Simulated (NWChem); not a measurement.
System: Si2H4S, singlet; SMILES [SiH3][Si]S

Parts of the log:

```
             Northwest Computational Chemistry Package (NWChem) 7.3.0
             --------------------------------------------------------

                             Geometry "geometry" -> ""
                             -------------------------

 Output coordinates in angstroms (scale by  1.889725989 to convert to a.u.)

  No.       Tag          Charge          X              Y              Z
 ---- ---------------- ---------- -------------- -------------- --------------
    1 Si                  14.0000    -1.16544300     0.13162600     0.00132300
    2 S                   16.0000     0.47118700     1.49686800     0.00062900
    3 H                    1.0000    -0.23991300     2.65241200     0.00119200
    4 Si                  14.0000     0.30206800    -1.77899300     0.00204900
    5 H                    1.0000     1.76789700    -1.46946200    -0.00426900
    6 H                    1.0000    -0.01636200    -2.61768300    -1.19971300
    7 H                    1.0000    -0.00775500    -2.60841800     1.21252000

 Effective nuclear repulsion energy (a.u.)     174.6269866691

                                 NWChem DFT Module
                                 -----------------

 Summary of "ao basis" -> "ao basis" (spherical)
 ------------------------------------------------------------------------------
       Tag                 Description            Shells   Functions and Types
 ---------------- ------------------------------  ------  ---------------------
 Si                         def2-svp                 8       18   4s3p1d
 S                          def2-svp                 8       18   4s3p1d
 H                          def2-svp                 3        5   2s1p

 in cosmo_initialize ...
 calling solv_data for solv:hexane

 solvent parameters
 solvname_short: hexane
 solvname_long:  n-hexane
 dielec:        1.8819
 dielecinf:     1.8903
 nonaqueous SMD model solvent descriptors
 dielec:        1.8819
 sola:          0.0000
 solb:          0.0000
 solc:          0.0000
 solg:         25.7500
 solh:          0.0000
 soln:          1.3749

          ---------------
          -cosmo- solvent
          ---------------
 Cosmo: York-Karplus, doi: 10.1021/jp992097l
 dielectric constant -eps-     =   1.88
 screen = (eps-1)/(eps    )    =   0.46862
 surface charge correction     = lagrangian

   van der Waals surface
 --------------------------

[...]

                                COSMO-SMD solvation results
                                ---------------------------

             internal energy in gas <Psi(g)|H|Psi(g)> =      -979.193421525791
         internal energy in solvent <Psi(s)|H|Psi(s)> =      -979.193342784476
                               delta internal energy  =         0.000078741315 (    0.05 kcal/mol)
   total free energy in solvent <Psi(s)|H+V/2|Psi(s)> =      -979.194964502028
 polarization energy contribution <Psi(s)|V/2|Psi(s)> =        -0.001621717552 (   -1.02 kcal/mol)
    total free energy in solvent including G(SMD-CDS) =      -979.197882046309
                       G(SMD-CDS) energy contribution =        -0.002917544281 (   -1.83 kcal/mol)
     1 M fixed-concentration free energy of solvation =        -0.004460520518 (   -2.80 kcal/mol)

                       DFT Final Molecular Orbital Analysis
                       ------------------------------------

 Vector   22  Occ=2.000000D+00  E=-3.567939D-01
              MO Center= -2.1D-01, -3.4D-02,  1.1D-03, r^2= 4.2D+00
   Bfn.  Coefficient  Atom+Function         Bfn.  Coefficient  Atom+Function
  ----- ------------  ---------------      ----- ------------  ---------------
    29      0.328507  2 S  px                26      0.250062  2 S  px
     9     -0.243076  1 Si py                 3      0.217059  1 Si s
    30      0.212798  2 S  py                12     -0.200730  1 Si py
    50      0.189061  4 Si py                27      0.178441  2 S  py
    53      0.168073  4 Si py                 4      0.159041  1 Si s

 Vector   23  Occ=2.000000D+00  E=-3.468420D-01
              MO Center=  2.5D-01,  1.2D+00,  1.1D-03, r^2= 2.3D+00
   Bfn.  Coefficient  Atom+Function         Bfn.  Coefficient  Atom+Function
  ----- ------------  ---------------      ----- ------------  ---------------
    31      0.591996  2 S  pz                28      0.411387  2 S  pz
    25      0.233938  2 S  pz                13      0.164095  1 Si pz
    10      0.125435  1 Si pz                 7     -0.071218  1 Si pz
    70     -0.065265  7 H  s                 65      0.064737  6 H  s
    71     -0.063857  7 H  s                 66      0.063528  6 H  s

 Vector   24  Occ=2.000000D+00  E=-2.717645D-01
              MO Center= -8.9D-01, -1.9D-02,  1.5D-03, r^2= 3.9D+00
   Bfn.  Coefficient  Atom+Function         Bfn.  Coefficient  Atom+Function
  ----- ------------  ---------------      ----- ------------  ---------------
     4      0.343435  1 Si s                 11     -0.326005  1 Si px
     3      0.298257  1 Si s                  8     -0.294278  1 Si px
    53     -0.214707  4 Si py                29      0.205714  2 S  px
    50     -0.183695  4 Si py                 2      0.177395  1 Si s
     5      0.154775  1 Si px                26      0.147224  2 S  px

 Vector   25  Occ=0.000000D+00  E=-6.766757D-02
              MO Center= -8.9D-01,  1.5D-01,  1.2D-03, r^2= 3.4D+00
   Bfn.  Coefficient  Atom+Function         Bfn.  Coefficient  Atom+Function
  ----- ------------  ---------------      ----- ------------  ---------------
    13      0.704802  1 Si pz                31     -0.369792  2 S  pz
    10      0.357567  1 Si pz                 7     -0.196268  1 Si pz
    28     -0.183245  2 S  pz                71     -0.139069  7 H  s
    66      0.138242  6 H  s                 25     -0.104694  2 S  pz
    54      0.102556  4 Si pz                70     -0.078439  7 H  s

[...]
```

Level: M06-2X/def2-SVP, SMD on the gas-phase geometry. Low-valent species are run as closed-shell singlets; no triplet was tried in these runs. Geometry: optimised at PBE0/def2-SVP. Solvent: n-hexane.

Question: Write an input that gives this output.

Answer: Several could match; the one computed here: the input that was run:
```
start job
memory heap 200 mb stack 900 mb global 1100 mb
geometry units angstroms noautosym nocenter noautoz
  Si    -1.165443     0.131626     0.001323
  S      0.471187     1.496868     0.000629
  H     -0.239913     2.652412     0.001192
  Si     0.302068    -1.778993     0.002049
  H      1.767897    -1.469462    -0.004269
  H     -0.016362    -2.617683    -1.199713
  H     -0.007755    -2.608418     1.212520
end
basis spherical
  * library def2-svp
end
dft
  xc m06-2x
  iterations 150
end
cosmo
  do_cosmo_smd true
  solvent hexane
end
task dft energy
```
